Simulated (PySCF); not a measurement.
**Assigning NMR signals**

Molfile (atoms numbered from 1):
```
C8H14
     RDKit          3D

 22 22  0  0  0  0  0  0  0  0999 V2000
    3.2889   -0.0972    0.3095 C   0  0  0  0  0  0  0  0  0  0  0  0
    2.0854    0.2552    0.7627 C   0  0  0  0  0  0  0  0  0  0  0  0
    0.7840    0.0128    0.0631 C   0  0  0  0  0  0  0  0  0  0  0  0
    0.0726    1.3319   -0.2657 C   0  0  0  0  0  0  0  0  0  0  0  0
   -1.2729    1.1029   -0.9449 C   0  0  0  0  0  0  0  0  0  0  0  0
   -2.1738    0.1981   -0.1118 C   0  0  0  0  0  0  0  0  0  0  0  0
   -1.4808   -1.1201    0.2146 C   0  0  0  0  0  0  0  0  0  0  0  0
   -0.1353   -0.8919    0.8943 C   0  0  0  0  0  0  0  0  0  0  0  0
    3.4068   -0.6107   -0.6507 H   0  0  0  0  0  0  0  0  0  0  0  0
    4.2001    0.1122    0.8762 H   0  0  0  0  0  0  0  0  0  0  0  0
    2.0112    0.7690    1.7315 H   0  0  0  0  0  0  0  0  0  0  0  0
    0.9964   -0.5050   -0.8911 H   0  0  0  0  0  0  0  0  0  0  0  0
   -0.0822    1.8943    0.6741 H   0  0  0  0  0  0  0  0  0  0  0  0
    0.7263    1.9564   -0.8956 H   0  0  0  0  0  0  0  0  0  0  0  0
   -1.7683    2.0680   -1.1395 H   0  0  0  0  0  0  0  0  0  0  0  0
   -1.1048    0.6370   -1.9329 H   0  0  0  0  0  0  0  0  0  0  0  0
   -2.4329    0.7140    0.8309 H   0  0  0  0  0  0  0  0  0  0  0  0
   -3.1258    0.0140   -0.6357 H   0  0  0  0  0  0  0  0  0  0  0  0
   -2.1252   -1.7484    0.8508 H   0  0  0  0  0  0  0  0  0  0  0  0
   -1.3220   -1.6878   -0.7203 H   0  0  0  0  0  0  0  0  0  0  0  0
    0.3703   -1.8511    1.0903 H   0  0  0  0  0  0  0  0  0  0  0  0
   -0.2984   -0.4197    1.8811 H   0  0  0  0  0  0  0  0  0  0  0  0
  1  2  2  0
  2  3  1  0
  3  4  1  0
  4  5  1  0
  5  6  1  0
  6  7  1  0
  7  8  1  0
  8  3  1  0
  1  9  1  0
  1 10  1  0
  2 11  1  0
  3 12  1  0
  4 13  1  0
  4 14  1  0
  5 15  1  0
  5 16  1  0
  6 17  1  0
  6 18  1  0
  7 19  1  0
  7 20  1  0
  8 21  1  0
  8 22  1  0
M  END
```

PySCF 2.14.0 with density-fitted response routines calculation with GIAO PBE0/pcSseg-1 shieldings and coordinates at the PBE0-D3(BJ)/def2-SVP level; rapidly exchanging positions averaged, gas phase, single conformer, non-relativistic Hamiltonian.

Shifts are taken against calculated references (same method and geometry level): TMS for $^{13}$C (σ = 184.41 ppm), $^{1}$H (σ = 31.27 ppm).

Question: Assign these signals to the numbered atoms. $^{13}$C{$^{1}$H} NMR (computed): δ 154.9 (CH), 120.1 (CH2), 47.1 (CH), 35.4 (CH2), 28.1 (CH2), 28.1 (CH2).

Answer: 
| δ (ppm) | atoms | environment | reason |
| --- | --- | --- | --- |
| 154.9 | C2 | alkene CH | as expected for a trigonal carbon in a double bond |
| 120.1 | C1 | terminal =CH2 carbon | an sp2 carbon of a C=C bond |
| 47.1 | C3 | allylic sp3 CH | a saturated carbon with 3 carbon neighbours and no heteroatom attached |
| 35.4 | C4/C8 | sp3 CH2 in a ring | saturated and bonded to C and H only |
| 28.1 | C5/C7 | sp3 CH2 in a ring | – |
| 28.1 | C6 | sp3 CH2 in a ring | – |

C5/C7 and C6 lie closer than the usual error of such a calculation, so a measured spectrum could show them in the other order.

Question: Assign these signals to the numbered atoms. $^{1}$H NMR (400 MHz, computed): δ 5.80 (m, 1H), 5.31 (m, 1H), 5.13 (m, 1H), 1.63 (m, 2H), 1.59 (m, 1H), 1.52 (m, 1H), 1.50 (m, 2H), 1.20 (m, 2H), 1.06 (m, 1H), 0.94 (m, 2H).

Answer: 
5.80 → H11, hydrogen on an alkene CH: olefinic region
5.31 → H9, hydrogen on a terminal =CH2 carbon: a vinylic proton, deshielded by the sp2 carbon and the C=C anisotropy
5.13 → H10, hydrogen on a terminal =CH2 carbon
1.63 → H15/H19, hydrogen on an sp3 CH2 in a ring: far from electronegative atoms and π systems
1.59 → H12, hydrogen on an allylic sp3 CH: allylic position
1.52 → H18, hydrogen on an sp3 CH2 in a ring: far from electronegative atoms and π systems
1.50 → H14/H21, hydrogen on an sp3 CH2 in a ring
1.20 → H16/H20, hydrogen on an sp3 CH2 in a ring: far from electronegative atoms and π systems
1.06 → H17, hydrogen on an sp3 CH2 in a ring
0.94 → H13/H22, hydrogen on an sp3 CH2 in a ring

H15/H19 and H12; H12 and H18; H18 and H14/H21; H17 and H13/H22 lie closer than the usual error of such a calculation, so a measured spectrum could show them in the other order.

Shifts are as computed. Against solution values, carbons near 30 ppm lie about +2 ppm off and those near 130 ppm about +5 ppm. Of 1211 compounds with measured shifts, 218 miss one by over three times the rms of a fit or turn the order of signals round; such compounds aren't used in these exercises. Multiplicities follow the n + 1 count of equivalent neighbours, as no J values were calculated; m marks all less simple cases, F and P coupling included.
